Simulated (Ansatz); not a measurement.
Computed with frozen-core CCSD(T)/cc-pVTZ // B3LYP-D3(BJ)/def2-TZVP run with Ansatz (a quantum-chemistry and plane-wave program). The restricted HF reference is unstable towards unrestricted orbitals.

Ansatz 0.2 input:
```yaml
crystal:
  periodic: [false, false, false]
  atoms:
    - { symbol: C, position_ang: [-0.829918, -0.283901, -0.786172] }
    - { symbol: C, position_ang: [-0.147381, -0.282996, 0.551695] }
    - { symbol: O, position_ang: [-0.572217, -0.88803, 1.512993] }
    - { symbol: C, position_ang: [1.127321, 0.499047, 0.733257] }
    - { symbol: S, position_ang: [1.879361, 1.368373, -0.395589] }
    - { symbol: H, position_ang: [-0.157097, -0.666565, -1.555327] }
    - { symbol: H, position_ang: [-1.725004, -0.897616, -0.729101] }
    - { symbol: H, position_ang: [-1.087969, 0.73463, -1.080858] }
    - { symbol: H, position_ang: [1.512903, 0.417061, 1.749102] }
basis:
  gaussian: { orbitals: cc-pVTZ }
correlation:
  method: ccsd_t
```

Output:

```
Functional definition: HF
1216 factors; integrals over basis functions are off by at most 9.8e-4 eV
mean field evaluation 1: about -16006.7853 eV, gradient 3.8e1 eV
mean field evaluation 2: about -16007.0782 eV, gradient 3.8e1 eV
mean field evaluation 4: about -16010.5162 eV, gradient 5.2e0 eV
mean field evaluation 8: about -16010.6235 eV, gradient 5.7e-1 eV
mean field evaluation 16: about -16010.6259 eV, gradient 3.4e-6 eV
mean field evaluation 32: about -16010.6214 eV, gradient 5.1e-1 eV
mean field evaluation 64: about -16004.5192 eV, gradient 5.9e-1 eV
mean field -16010.62585758 eV, -588.3796478741 hartree, gradient 3.4e-6 eV, S^2 0.000000; 1 other end points of the search recorded, 0 dependent functions left out; unrestricted orbitals would lower it
9 core orbitals not correlated
reference -16010.62585758 eV, -588.3796478741 hartree; 14, 14 occupied and 187, 187 virtual orbitals, 1216 factors
second order -24.07000579 eV of doubles, -0.00000000 eV of singles
cycle   1  -24.06889795 eV  change    1.1e-3 eV  update   1.3e-1
cycle   2  -24.74771382 eV  change   -6.8e-1 eV  update   4.3e-2
cycle   3  -24.93286674 eV  change   -1.9e-1 eV  update   2.2e-2
cycle   4  -24.91983048 eV  change    1.3e-2 eV  update   6.5e-3
cycle   5  -24.91746996 eV  change    2.4e-3 eV  update   3.0e-3
cycle   6  -24.91921405 eV  change   -1.7e-3 eV  update   1.2e-3
cycle   7  -24.91885610 eV  change    3.6e-4 eV  update   4.1e-4
cycle   8  -24.91877447 eV  change    8.2e-5 eV  update   1.5e-4
cycle   9  -24.91882257 eV  change   -4.8e-5 eV  update   5.8e-5
cycle  10  -24.91883064 eV  change   -8.1e-6 eV  update   2.2e-5
perturbative correction -1.22609184 eV, -0.0450580441 hartree
Total energy: -16036.77078006 eV, -589.3404560537 hartree
```

Cost: roughly 6 core-minutes.
